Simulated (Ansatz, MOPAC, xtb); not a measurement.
The molecule SeO, multiplicity 3 (the spin of the measured ground state). No spin–orbit coupling. Se is treated without relativity.

The constants come from a fifth-degree fit in 1/R (seven points, main isotopes). Runs in def2 and cc sets follow the lowest solution found near the PBE0 minimum.

Correlated levels freeze the inner cores; with def2 sets outer-core shells near the valence are correlated too. CBS(a, b) extrapolates the correlation energy as X⁻³ and adds the Hartree–Fock energy of set b. The state that PM3, PM6 reach isn't checked.

The values were computed with Ansatz (a first-principles code); MOPAC for PM3, PM6 (differences of heats of formation); xtb for the GFN methods.  The GFN methods have no spin term and hold the electronic entropy of 300 K.

D_e counts from each atom's lowest state at the same level, without counterpoise or zero-point energy.

```json
[
 {"level": "PM3", "r_e (Å)": "1.593", "ω_e (cm⁻¹)": "700", "ω_e x_e (cm⁻¹)": "-4.2", "D_e (eV)": "-", "dipole (D)": "-"},
 {"level": "PM6", "r_e (Å)": "1.621", "ω_e (cm⁻¹)": "976", "ω_e x_e (cm⁻¹)": "2.2", "D_e (eV)": "-", "dipole (D)": "-"},
 {"level": "GFN2-xTB", "r_e (Å)": "1.604", "ω_e (cm⁻¹)": "865", "ω_e x_e (cm⁻¹)": "2.8", "D_e (eV)": "-", "dipole (D)": "-"},
 {"level": "PBE0/def2-TZVPP", "r_e (Å)": "1.633", "ω_e (cm⁻¹)": "…", "ω_e x_e (cm⁻¹)": "4.0", "D_e (eV)": "4.56", "dipole (D)": "2.13"},
 {"level": "CAM-B3LYP/def2-TZVPP", "r_e (Å)": "1.631", "ω_e (cm⁻¹)": "983", "ω_e x_e (cm⁻¹)": "3.8", "D_e (eV)": "4.53", "dipole (D)": "2.26"},
 {"level": "B2PLYP/def2-TZVPP", "r_e (Å)": "1.654", "ω_e (cm⁻¹)": "899", "ω_e x_e (cm⁻¹)": "4.5", "D_e (eV)": "4.63", "dipole (D)": "-"},
 {"level": "CCSD(T)/def2-TZVPP", "r_e (Å)": "1.646", "ω_e (cm⁻¹)": "929", "ω_e x_e (cm⁻¹)": "3.8", "D_e (eV)": "4.30", "dipole (D)": "-"},
 {"level": "CCSD(T)/CBS(def2-TZVPP, def2-QZVPP)", "r_e (Å)": "…", "ω_e (cm⁻¹)": "…", "ω_e x_e (cm⁻¹)": "4.1", "D_e (eV)": "-", "dipole (D)": "-"}
]
```

Complete the blanks.


- CCSD(T)/CBS(def2-TZVPP, def2-QZVPP), r_e (Å): 1.635
- CCSD(T)/CBS(def2-TZVPP, def2-QZVPP), ω_e (cm⁻¹): 945
- PBE0/def2-TZVPP, ω_e (cm⁻¹): 973

Measured for the ground state: r_e 1.6395 Å [microwave values compiled in ACS Omega 2, 8373 (2017)]. ω_e 914.69 cm-1, ω_e x_e 4.52 cm-1, B_e 0.4655 cm-1, α_e 0.00323 cm-1 [Huber and Herzberg (1979), NIST Chemistry WebBook]. D_0 4.415 ± 0.065 eV (a handbook's tabulated 298 K bond energy less 3RT/2; such tables hold older values) [Luo, bond dissociation energies, CRC Handbook]. dipole 2.01 D [NIST CCCBDB].
